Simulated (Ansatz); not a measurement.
CH$_{5}$B$_{2}$FO (`BB(F)OC`), relaxed with RKS PBE0-D4/def2-TZVP in Ansatz 0.2.0 from a PBE-D4/def2-SVP geometry. The force threshold is 0.005 eV/Å; the program also tests the step.

Charge 0, multiplicity 1.

Start:

```xyz
10

B     0.351    1.506   -0.534
B    -0.479    0.745    0.748
F    -1.085    1.499    1.686
O    -0.595   -0.600    0.917
C    -0.002   -1.497   -0.005
H     1.541    1.769   -0.479
H    -0.210    1.840   -1.563
H     0.642   -0.981   -0.756
H     0.628   -2.227    0.541
H    -0.790   -2.053   -0.555
```

Problem. By how much does the energy fall, and how many steps does the optimiser take? (Best estimate.)

Solution. Ansatz gave: 3.62 kJ/mol, in 17 steps, 2 of them rejected.

Problem. Which bonds change most? (An estimate is asked.)

Solution. The calculation gave: B1–H6 from 1.219 to 1.198 Å; B1–H7 from 1.219 to 1.198 Å; C5–H10 from 1.110 to 1.092 Å; C5–H8 from 1.116 to 1.097 Å.

Problem. Give the relaxed structure. (An estimate is asked.)

Solution. Ansatz gave: 
```xyz
10

B     0.371    1.509   -0.520
B    -0.474    0.737    0.731
F    -1.078    1.487    1.657
O    -0.602   -0.596    0.891
C    -0.013   -1.498   -0.018
H     1.532    1.785   -0.425
H    -0.163    1.820   -1.546
H     0.544   -0.986   -0.812
H     0.676   -2.152    0.521
H    -0.793   -2.106   -0.479
```
